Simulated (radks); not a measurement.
Ionisation of neutral rhodium, [Kr] 4d8 5s1, to [Kr] 4d8 as the strength of local exchange is varied. All-electron calculation, scalar-relativistic Kohn-Sham, Slater X-alpha exchange (alpha = 2/3 is LDA exchange), no correlation, spin-polarised, spherical densities, point nucleus; open shells are filled with parallel spins first (spin-orbit coupling, left out, can overturn this in heavy ions). Program: a radial shooting solver on a logarithmic mesh with Libxc functionals.

alpha = 0.658: E(Rh) (hartree) -4773.63781; exchange (hartree) -127.85422; IE (eV) 7.306; -e of the level emptied (eV) 4.253 (5s); <r> of it (bohr) 3.283
alpha = 0.659: E(Rh) (hartree) -4773.83248; exchange (hartree) -128.05387; IE (eV) 7.312; -e of the level emptied (eV) 4.259 (5s); <r> of it (bohr) 3.282
alpha = 0.667: E(Rh) (hartree) -4775.39011; exchange (hartree) -129.65160; IE (eV) 7.363; -e of the level emptied (eV) 4.307 (5s); <r> of it (bohr) 3.274
alpha = 0.744: E(Rh) (hartree) -4790.40883; exchange (hartree) -145.08247; IE (eV) 7.855; -e of the level emptied (eV) 4.784 (5s); <r> of it (bohr) 3.200
alpha = 0.767: E(Rh) (hartree) -4794.90427; exchange (hartree) -149.71017; IE (eV) 8.005; -e of the level emptied (eV) 4.931 (5s); <r> of it (bohr) 3.179
alpha = 0.844: E(Rh) (hartree) -4809.98539; exchange (hartree) -165.26466; IE (eV) 8.516; -e of the level emptied (eV) 5.434 (5s); <r> of it (bohr) 3.110
alpha = 0.97: E(Rh) (hartree) -4834.76703; exchange (hartree) -190.92208; IE (eV) 9.382; -e of the level emptied (eV) 6.299 (5s); <r> of it (bohr) 3.003
alpha = 1.014: E(Rh) (hartree) -4843.45114; exchange (hartree) -199.94149; IE (eV) 9.692; -e of the level emptied (eV) 6.613 (5s); <r> of it (bohr) 2.968

NIST Atomic Spectra Database: 7.459 eV (measured). The Delta-SCF value meets it near alpha = 0.68. Open shells are spherical and high-spin; term and fine-structure splittings are not resolved.
